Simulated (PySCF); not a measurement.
SMILES C=C[Si]([O])(OC)OC, doublet at its GFN2-xTB optimised geometry (Å):

```
17

C     -2.0350     0.9777    -0.0091
C     -0.8155     0.5328     0.0000
Si    -0.4588    -1.4634     0.0000
O     -1.3534    -1.9766    -1.1289
O     -0.7190    -1.6784     1.5972
C     -1.9869    -1.7970     2.1482
O      1.1652    -1.4634     0.0000
C      1.9335    -1.5905    -1.1533
H     -2.2564     2.0380     0.0422
H     -2.8891     0.3259    -0.0889
H      0.1037     1.0830     0.0561
H     -2.6203    -2.4537     1.5490
H     -1.8794    -2.2051     3.1546
H     -2.4668    -0.8140     2.2140
H      2.8891    -2.0380    -0.8747
H      2.1180    -0.6069    -1.5962
H      1.4365    -2.2172    -1.8943
```

Calculation: unrestricted PBE0/def2-SVP in PySCF. Cells within 0.4 Å of a nucleus heavier than hydrogen are left out (blank, or x).

Map of the electrostatic potential (hartree/e), clipped to [-0.08, 0.12] on the plane z = 0.0 Å:

```
|11111111111111111111111111111|
|11111222222211111111111111111|
|11122222222222111111111111111|
|11222222222222222111111111111|
|11222223322222222211111111111|
|12222334433222222222111111111|
|12222357864322222222111111111|
|12223499995333333222211111111|
|22223599997434444322211111111|
|22223599999767996432211111111|
|22223599999999999532211111111|
|22234899xx9999999532111111111|
|22247999xx9xx9999421111111111|
|22349999999xx9995211111111111|
|22349999999999973100001111111|
|12235998689999994100001111111|
|11223444489999999993111111111|
|11122222499999999999521111111|
|111111113999xx999xx9942221111|
|1111100028999x999x99744322111|
|11110000159999999997434422111|
|11110000027999995211123322111|
|11100000013699962000112221111|
|11100000001345432000011111111|
|11100000001122221100011111111|
|11100000001111111110111111111|
|11100000000111111111111111111|
|11110000000111111111111111111|
|11110000000011111111111111111|
```
Scale: ten equal steps from -0.018 (start of '0') to 0.120 (end of '9'), in the order '0123456789'; x runs from -5.00 to 5.00, y from -5.00 (bottom) to 5.00 (top).
